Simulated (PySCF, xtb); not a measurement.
SnOF₂, SMILES [F][Sn](=[O])[F].

GFN2-xTB in xtb at its own geometry gives an orbital gap of 3.78 eV and a dipole moment of 0.72 D.

The structure is a stationary point at B3LYP-D3(BJ)/def2-SVP. The def2 effective core potentials stand for the cores of Sn; spin–orbit coupling is left out.

**Question.** What does B3LYP/def2-TZVPD (PySCF) give? (Estimate from the structure and the level; the computed values follow.)

**Answer.** gap 4.35 eV (levels -8.89 and -4.53 eV), dipole 0.71 D.
